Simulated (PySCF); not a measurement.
## Calculated data, AlF2H, AlFH2N

Computed with PySCF 2.14.0. Calculation on a computer-drawn molecule: vertical ionisation energy to the stated ion spin, frozen-core CCSD(T) at the basis limit and cheaper methods, single-reference cases, UHF for radicals, no spin-orbit; all values are single points at the evaluated structure, the first of each entry, which is the reference or a displaced copy of it and isn't optimised; the reference structure only sets the zero of the energies above reference; triples share is (T) over the correlation energy.

Common to all runs: charge 0; diffuse functions no; basis cc-pV(n+d)Z; reference is the Hartree-Fock double-zeta minimum; best is HF at quadruple zeta + MP2 correlation extrapolated from triple and quadruple zeta + CCSD(T) minus MP2 at triple zeta; basis step is the size of the change from the same recipe one zeta lower.

(1) AlF2H

Evaluated structure:
```xyz
4
AlF2H
F      0.4168     0.5543    -0.2842
Al    -1.1372     0.7972     0.1023
F     -2.0409     1.9786    -0.3294
H     -1.7837    -0.3454     1.1787
```

Reference structure:
```xyz
4
AlF2H
F      0.5065     0.5594    -0.3766
Al    -1.0412     0.7108     0.1509
F     -1.8987     1.9957    -0.4063
H     -1.6657    -0.3144     1.1322
```

Settings of this run: multiplicity 1 and ion multiplicity 2.

It finds ionisation energy best 12.41 eV; ionisation energy basis step 0.0136 eV; energy above reference best 7.733 kcal/mol; energy above reference basis step 0.3263 kcal/mol; ionisation energy Koopmans at triple zeta 12.62 eV; ionisation energy EOM CCSD at triple zeta 12.4 eV; total energy HF triple zeta -441.6107 hartree; total energy CCSD(T) triple zeta -442.2156 hartree; total energy best -442.3323 hartree; T1 diagnostic at triple zeta 0.0124; D1 diagnostic at triple zeta 0.03132; ion T1 diagnostic at triple zeta 0.01967; ion D1 diagnostic at triple zeta 0.08623; ion spin squared at triple zeta 0.7512; triples share at triple zeta 0.02602; basis functions triple zeta 113; dipole magnitude HF at triple zeta 0.4742 debye; dipole magnitude CCSD unrelaxed at triple zeta 0.4194 debye; dipole magnitude PBE at triple zeta 0.4219 debye; dipole magnitude r2SCAN at triple zeta 0.4095 debye; dipole magnitude B3LYP at triple zeta 0.4503 debye; dipole magnitude wB97X at triple zeta 0.4336 debye.

Drawn bonds:
| atom | other atom | order |
| --- | --- | --- |
| 1 | 2 | 1 |
| 2 | 3 | 1 |
| 2 | 4 | 1 |

Triple zeta:
| method | ionisation energy (eV) | energy above reference (kcal/mol) |
| --- | --- | --- |
| HF | 11.47 | 6.311 |
| PBE | 11.94 | 7.777 |
| r2SCAN | 12.03 | 7.269 |
| B3LYP | 12.31 | 7.677 |
| wB97X | 12.42 | 7.596 |
| MP2 | 12.08 | 8.116 |
| CCSD | 12.31 | 7.378 |
| CCSD(T) | 12.29 | 7.532 |

(2) AlFH2N

Evaluated structure:
```xyz
5
AlFH2N
N      0.2622     1.8297    -2.7455
Al    -0.3614     0.2833    -2.1843
F      0.6736    -1.0099    -2.3041
H      1.1823     1.9706    -3.1229
H     -0.2410     2.6968    -2.7372
```

Reference structure:
```xyz
5
AlFH2N
N      0.2622     1.8297    -2.7455
Al    -0.3614     0.2833    -2.1843
F      0.6736    -1.0099    -2.3041
H      1.1823     1.9706    -3.1229
H     -0.2410     2.6968    -2.7372
```

It was run with multiplicity 2 and ion multiplicity 1.

It finds ionisation energy best 8.553 eV; ionisation energy basis step 0.03626 eV; energy above reference best 0 kcal/mol; energy above reference basis step 0 kcal/mol; total energy HF triple zeta -397.1330 hartree; total energy CCSD(T) triple zeta -397.6857 hartree; total energy best -397.7793 hartree; T1 diagnostic at triple zeta 0.01396; D1 diagnostic at triple zeta 0.0354; spin squared at triple zeta 0.7521; ion T1 diagnostic at triple zeta 0.0161; ion D1 diagnostic at triple zeta 0.04316; triples share at triple zeta 0.03208; basis functions triple zeta 127; dipole magnitude HF at triple zeta 2.323 debye; dipole magnitude CCSD unrelaxed at triple zeta 2.211 debye; dipole magnitude PBE at triple zeta 2.229 debye; dipole magnitude r2SCAN at triple zeta 2.247 debye; dipole magnitude B3LYP at triple zeta 2.273 debye; dipole magnitude wB97X at triple zeta 2.243 debye.

Drawn bonds:
| atom | other atom | order |
| --- | --- | --- |
| 1 | 2 | 1 |
| 2 | 3 | 1 |
| 1 | 4 | 1 |
| 1 | 5 | 1 |

Triple zeta:
| method | ionisation energy (eV) | energy above reference (kcal/mol) |
| --- | --- | --- |
| HF | 8.441 | 0 |
| PBE | 8.48 | 0 |
| r2SCAN | 8.627 | 0 |
| B3LYP | 8.631 | 0 |
| wB97X | 8.433 | 0 |
| MP2 | 8.396 | 0 |
| CCSD | 8.49 | 0 |
| CCSD(T) | 8.467 | 0 |

(3) AlFH2N

Evaluated structure:
```xyz
5
AlFH2N
N      0.2757     1.8324    -2.7613
Al    -0.3745     0.2886    -2.1869
F      0.6755    -0.9883    -2.3022
H      1.1585     1.9588    -3.1027
H     -0.2285     2.6770    -2.7668
```

Reference structure:
```xyz
5
AlFH2N
N      0.2622     1.8297    -2.7455
Al    -0.3614     0.2833    -2.1843
F      0.6736    -1.0099    -2.3041
H      1.1823     1.9706    -3.1229
H     -0.2410     2.6968    -2.7372
```

Here we set multiplicity 2 and ion multiplicity 1.

It finds ionisation energy best 8.622 eV; ionisation energy basis step 0.03608 eV; energy above reference best 1.947 kcal/mol; energy above reference basis step 0.07598 kcal/mol; total energy HF triple zeta -397.1312 hartree; total energy CCSD(T) triple zeta -397.6824 hartree; total energy best -397.7762 hartree; T1 diagnostic at triple zeta 0.01387; D1 diagnostic at triple zeta 0.0354; spin squared at triple zeta 0.7521; ion T1 diagnostic at triple zeta 0.01622; ion D1 diagnostic at triple zeta 0.04383; triples share at triple zeta 0.03178; basis functions triple zeta 127; dipole magnitude HF at triple zeta 2.278 debye; dipole magnitude CCSD unrelaxed at triple zeta 2.158 debye; dipole magnitude PBE at triple zeta 2.174 debye; dipole magnitude r2SCAN at triple zeta 2.194 debye; dipole magnitude B3LYP at triple zeta 2.226 debye; dipole magnitude wB97X at triple zeta 2.187 debye.

Drawn bonds:
| atom | other atom | order |
| --- | --- | --- |
| 1 | 2 | 1 |
| 2 | 3 | 1 |
| 1 | 4 | 1 |
| 1 | 5 | 1 |

Triple zeta:
| method | ionisation energy (eV) | energy above reference (kcal/mol) |
| --- | --- | --- |
| HF | 8.522 | 1.071 |
| PBE | 8.545 | 2.565 |
| r2SCAN | 8.696 | 2.059 |
| B3LYP | 8.701 | 2.059 |
| wB97X | 8.504 | 1.957 |
| MP2 | 8.47 | 1.968 |
| CCSD | 8.562 | 1.911 |
| CCSD(T) | 8.537 | 2.047 |

(4) AlFH2N

Evaluated structure:
```xyz
5
AlFH2N
N      0.2463     1.8308    -2.7614
Al    -0.3645     0.2951    -2.1663
F      0.6719    -1.0035    -2.3004
H      1.1832     1.9816    -3.1208
H     -0.2524     2.6938    -2.7357
```

Reference structure:
```xyz
5
AlFH2N
N      0.2622     1.8297    -2.7455
Al    -0.3614     0.2833    -2.1843
F      0.6736    -1.0099    -2.3041
H      1.1823     1.9706    -3.1229
H     -0.2410     2.6968    -2.7372
```

It was run with multiplicity 2 and ion multiplicity 1.

Results for AlFH2N: ionisation energy best 8.565 eV; ionisation energy basis step 0.03686 eV; energy above reference best 0.104 kcal/mol; energy above reference basis step 0.01902 kcal/mol; total energy HF triple zeta -397.1326 hartree; total energy CCSD(T) triple zeta -397.6855 hartree; total energy best -397.7791 hartree; T1 diagnostic at triple zeta 0.01401; D1 diagnostic at triple zeta 0.03556; spin squared at triple zeta 0.7521; ion T1 diagnostic at triple zeta 0.01622; ion D1 diagnostic at triple zeta 0.04392; triples share at triple zeta 0.03213; basis functions triple zeta 127; dipole magnitude HF at triple zeta 2.361 debye; dipole magnitude CCSD unrelaxed at triple zeta 2.243 debye; dipole magnitude PBE at triple zeta 2.257 debye; dipole magnitude r2SCAN at triple zeta 2.277 debye; dipole magnitude B3LYP at triple zeta 2.304 debye; dipole magnitude wB97X at triple zeta 2.275 debye.

Drawn bonds:
| atom | other atom | order |
| --- | --- | --- |
| 1 | 2 | 1 |
| 2 | 3 | 1 |
| 1 | 4 | 1 |
| 1 | 5 | 1 |

Triple zeta:
| method | ionisation energy (eV) | energy above reference (kcal/mol) |
| --- | --- | --- |
| HF | 8.454 | 0.247 |
| PBE | 8.489 | 0.01212 |
| r2SCAN | 8.638 | 0.09301 |
| B3LYP | 8.642 | 0.08329 |
| wB97X | 8.445 | 0.09626 |
| MP2 | 8.408 | 0.09977 |
| CCSD | 8.502 | 0.1253 |
| CCSD(T) | 8.478 | 0.1037 |

(5) AlFH2N

Evaluated structure:
```xyz
5
AlFH2N
N      0.2463     1.8308    -2.7614
Al    -0.3645     0.2951    -2.1663
F      0.6719    -1.0035    -2.3004
H      1.1832     1.9816    -3.1208
H     -0.1919     2.5891    -2.7388
```

Reference structure:
```xyz
5
AlFH2N
N      0.2622     1.8297    -2.7455
Al    -0.3614     0.2833    -2.1843
F      0.6736    -1.0099    -2.3041
H      1.1823     1.9706    -3.1229
H     -0.2410     2.6968    -2.7372
```

It was run with multiplicity 2 and ion multiplicity 1.

Results for AlFH2N: ionisation energy best 8.582 eV; ionisation energy basis step 0.036 eV; energy above reference best 12.12 kcal/mol; energy above reference basis step 0.1572 kcal/mol; total energy HF triple zeta -397.1157 hartree; total energy CCSD(T) triple zeta -397.6660 hartree; total energy best -397.7600 hartree; T1 diagnostic at triple zeta 0.01379; D1 diagnostic at triple zeta 0.03523; spin squared at triple zeta 0.7521; ion T1 diagnostic at triple zeta 0.01602; ion D1 diagnostic at triple zeta 0.04362; triples share at triple zeta 0.03155; basis functions triple zeta 127; dipole magnitude HF at triple zeta 2.284 debye; dipole magnitude CCSD unrelaxed at triple zeta 2.166 debye; dipole magnitude PBE at triple zeta 2.185 debye; dipole magnitude r2SCAN at triple zeta 2.205 debye; dipole magnitude B3LYP at triple zeta 2.231 debye; dipole magnitude wB97X at triple zeta 2.198 debye.

Drawn bonds:
| atom | other atom | order |
| --- | --- | --- |
| 1 | 2 | 1 |
| 2 | 3 | 1 |
| 1 | 4 | 1 |
| 1 | 5 | 1 |

Triple zeta:
| method | ionisation energy (eV) | energy above reference (kcal/mol) |
| --- | --- | --- |
| HF | 8.472 | 10.84 |
| PBE | 8.51 | 13.12 |
| r2SCAN | 8.657 | 12.23 |
| B3LYP | 8.662 | 12.18 |
| wB97X | 8.464 | 12.13 |
| MP2 | 8.431 | 12.24 |
| CCSD | 8.522 | 12.11 |
| CCSD(T) | 8.498 | 12.34 |

(6) AlFH2N

Evaluated structure:
```xyz
5
AlFH2N
N      0.2463     1.8308    -2.7614
Al    -0.3645     0.2951    -2.1663
F      0.6719    -1.0035    -2.3004
H      1.1832     1.9816    -3.1208
H     -0.3144     2.8011    -2.7325
```

Reference structure:
```xyz
5
AlFH2N
N      0.2622     1.8297    -2.7455
Al    -0.3614     0.2833    -2.1843
F      0.6736    -1.0099    -2.3041
H      1.1823     1.9706    -3.1229
H     -0.2410     2.6968    -2.7372
```

It was run with multiplicity 2 and ion multiplicity 1.

Results for AlFH2N: ionisation energy best 8.547 eV; ionisation energy basis step 0.03734 eV; energy above reference best 5.531 kcal/mol; energy above reference basis step 0.1289 kcal/mol; total energy HF triple zeta -397.1209 hartree; total energy CCSD(T) triple zeta -397.6770 hartree; total energy best -397.7705 hartree; T1 diagnostic at triple zeta 0.01435; D1 diagnostic at triple zeta 0.0365; spin squared at triple zeta 0.7522; ion T1 diagnostic at triple zeta 0.01652; ion D1 diagnostic at triple zeta 0.04431; triples share at triple zeta 0.03278; basis functions triple zeta 127; dipole magnitude HF at triple zeta 2.424 debye; dipole magnitude CCSD unrelaxed at triple zeta 2.309 debye; dipole magnitude PBE at triple zeta 2.316 debye; dipole magnitude r2SCAN at triple zeta 2.338 debye; dipole magnitude B3LYP at triple zeta 2.363 debye; dipole magnitude wB97X at triple zeta 2.343 debye.

Drawn bonds:
| atom | other atom | order |
| --- | --- | --- |
| 1 | 2 | 1 |
| 2 | 3 | 1 |
| 1 | 4 | 1 |
| 1 | 5 | 1 |

Triple zeta:
| method | ionisation energy (eV) | energy above reference (kcal/mol) |
| --- | --- | --- |
| HF | 8.437 | 7.586 |
| PBE | 8.471 | 4.396 |
| r2SCAN | 8.619 | 5.417 |
| B3LYP | 8.623 | 5.369 |
| wB97X | 8.427 | 5.784 |
| MP2 | 8.384 | 5.669 |
| CCSD | 8.484 | 5.761 |
| CCSD(T) | 8.46 | 5.448 |

(7) AlFH2N

Evaluated structure:
```xyz
5
AlFH2N
N      0.2463     1.8308    -2.7614
Al    -0.3645     0.2951    -2.1663
F      0.6719    -1.0035    -2.3004
H      1.1832     1.9816    -3.1208
H     -0.3869     2.9266    -2.7288
```

Reference structure:
```xyz
5
AlFH2N
N      0.2622     1.8297    -2.7455
Al    -0.3614     0.2833    -2.1843
F      0.6736    -1.0099    -2.3041
H      1.1823     1.9706    -3.1229
H     -0.2410     2.6968    -2.7372
```

Here we set multiplicity 2 and ion multiplicity 1.

It finds ionisation energy best 8.531 eV; ionisation energy basis step 0.03709 eV; energy above reference best 21.5 kcal/mol; energy above reference basis step 0.2109 kcal/mol; total energy HF triple zeta -397.0911 hartree; total energy CCSD(T) triple zeta -397.6515 hartree; total energy best -397.7450 hartree; T1 diagnostic at triple zeta 0.01495; D1 diagnostic at triple zeta 0.03808; spin squared at triple zeta 0.7522; ion T1 diagnostic at triple zeta 0.017; ion D1 diagnostic at triple zeta 0.04493; triples share at triple zeta 0.03363; basis functions triple zeta 127; dipole magnitude HF at triple zeta 2.471 debye; dipole magnitude CCSD unrelaxed at triple zeta 2.361 debye; dipole magnitude PBE at triple zeta 2.359 debye; dipole magnitude r2SCAN at triple zeta 2.384 debye; dipole magnitude B3LYP at triple zeta 2.404 debye; dipole magnitude wB97X at triple zeta 2.401 debye.

Drawn bonds:
| atom | other atom | order |
| --- | --- | --- |
| 1 | 2 | 1 |
| 2 | 3 | 1 |
| 1 | 4 | 1 |
| 1 | 5 | 1 |

Triple zeta:
| method | ionisation energy (eV) | energy above reference (kcal/mol) |
| --- | --- | --- |
| HF | 8.42 | 26.28 |
| PBE | 8.453 | 19.31 |
| r2SCAN | 8.601 | 21.37 |
| B3LYP | 8.606 | 21.23 |
| wB97X | 8.407 | 22.48 |
| MP2 | 8.356 | 22.16 |
| CCSD | 8.467 | 22.13 |
| CCSD(T) | 8.443 | 21.43 |

(8) AlFH2N

Evaluated structure:
```xyz
5
AlFH2N
N      0.2463     1.8308    -2.7614
Al    -0.3645     0.2951    -2.1663
F      0.6719    -1.0035    -2.3004
H      1.1832     1.9816    -3.1208
H     -0.4640     3.0599    -2.7248
```

Reference structure:
```xyz
5
AlFH2N
N      0.2622     1.8297    -2.7455
Al    -0.3614     0.2833    -2.1843
F      0.6736    -1.0099    -2.3041
H      1.1823     1.9706    -3.1229
H     -0.2410     2.6968    -2.7372
```

Settings of this run: multiplicity 2 and ion multiplicity 1.

The calculation gives: ionisation energy best 8.52 eV; ionisation energy basis step 0.03595 eV; energy above reference best 41.83 kcal/mol; energy above reference basis step 0.3058 kcal/mol; total energy HF triple zeta -397.0532 hartree; total energy CCSD(T) triple zeta -397.6190 hartree; total energy best -397.7126 hartree; T1 diagnostic at triple zeta 0.0159; D1 diagnostic at triple zeta 0.04024; spin squared at triple zeta 0.7522; ion T1 diagnostic at triple zeta 0.01766; ion D1 diagnostic at triple zeta 0.04584; triples share at triple zeta 0.0347; basis functions triple zeta 127; dipole magnitude HF at triple zeta 2.481 debye; dipole magnitude CCSD unrelaxed at triple zeta 2.375 debye; dipole magnitude PBE at triple zeta 2.365 debye; dipole magnitude r2SCAN at triple zeta 2.398 debye; dipole magnitude B3LYP at triple zeta 2.41 debye; dipole magnitude wB97X at triple zeta 2.436 debye.

Drawn bonds:
| atom | other atom | order |
| --- | --- | --- |
| 1 | 2 | 1 |
| 2 | 3 | 1 |
| 1 | 4 | 1 |
| 1 | 5 | 1 |

Triple zeta:
| method | ionisation energy (eV) | energy above reference (kcal/mol) |
| --- | --- | --- |
| HF | 8.406 | 50.05 |
| PBE | 8.44 | 38.82 |
| r2SCAN | 8.588 | 41.92 |
| B3LYP | 8.593 | 41.68 |
| wB97X | 8.39 | 44.12 |
| MP2 | 8.328 | 43.48 |
| CCSD | 8.456 | 43.03 |
| CCSD(T) | 8.433 | 41.83 |
